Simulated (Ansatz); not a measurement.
Born–Oppenheimer molecular dynamics of Cl₂FGeH (5 atoms, charge 0, multiplicity 1). It starts from a relaxed structure.

Level of theory: Ansatz, RKS PBE/def2-SVP.

```yaml
ensemble: NVE (velocity Verlet)
time_step: 1 fs
steps_asked: 250
starting_velocities_drawn_for: 1000 K
seed: 831149
```

First frame:

```xyz
5
Properties=species:S:1:pos:R:3
Ge -0.004 -0.007 -0.057
F 0.016 0.027 1.688
Cl 2.044 0.023 -0.712
Cl -1.001 1.781 -0.713
H -0.737 -1.278 -0.521
```

Question: How far do the bonds stretch over the last three quarters of this one trajectory? (Pairs bonded in most of those frames.)

Answer: 
```tsv
bond	mean (Å)	spread (Å)	shortest	longest
Ge1–F2	1.753	0.034	1.70	1.80
Ge1–Cl3	2.159	0.040	2.10	2.24
Ge1–Cl4	2.155	0.021	2.12	2.19
Ge1–H5	1.547	0.046	1.48	1.62
```

Mean temperature of the second half: 500 K. The conserved energy stayed within 0.39 meV per atom of its start (net change 0.038 meV per atom), so the integration is sound. Over the second half the temperature averaged 0.50 of the 1000 K drawn at the start: a run that starts near a minimum puts about half its kinetic energy into the potential. A run of 0.25 ps of so small a system gives no equilibrium averages.

The run took 4.6 min on 2 threads of Arm Neoverse V1 (shared host), peak memory 0.12 GiB.
